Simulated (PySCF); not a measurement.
Mapped SMILES: `[CH3:1][N+:2]([CH3:3])([CH3:4])[AlH2-:5][CH2:6][C:7]([F:8])([F:9])[F:10]`. Hydrogens are named by the atom that carries them.

[PySCF 2.14.0 with density-fitted response routines: shielding tensors at KT2/pcSseg-1 (GIAO); PBE0-D3(BJ)/def2-SVP structure; in vacuum; fast rotation and ring inversion assumed for equivalent nuclei; non-relativistic Hamiltonian; single conformer]

Q: Predict the 2D correlation tables (HSQC, COSY, HMBC).

A: 

HSQC (one-bond C–H):
```csv
δH,δC
2.38 (H(C1)/H(C3)/H(C4)),48.5 (C1/C3/C4)
0.82 (H(C6)),18.6 (C6)
```

COSY cross peaks (H two or three bonds apart, from the bond graph; peaks can be absent where the dihedral angle is near 90°):
```csv
δH,δH
4.17 (H(Al5)),0.82 (H(C6))
```

HMBC (two and three bonds, from the bond graph):
```csv
δH,δC
4.17 (H(Al5)),"135.3 (C7), 48.5 (C1/C3/C4), 18.6 (C6)"
2.38 (H(C1)/H(C3)/H(C4)),48.5 (C1/C3/C4)
0.82 (H(C6)),135.3 (C7)
```

Shifts are taken against calculated references (same method and geometry level): 1H (σ = 31.18 ppm), 13C (σ = 183.22 ppm) against TMS.

Short H···H contacts in this conformer between protons four or more bonds apart (candidates for NOE cross peaks, intensity ∝ r⁻⁶): H(C4)···H(C6) 2.31 Å, H(C3)···H(Al5) 2.62 Å.

Hydrides on Al or Ga are broadened by the quadrupolar metal nucleus. Shifts are as computed. Against solution values, carbons near 30 ppm lie about +2 ppm off and those near 130 ppm about -5 ppm. Of 1313 compounds with measured shifts, 239 miss one by over three times the rms of a fit or turn the order of signals round; such compounds aren't used in these exercises.
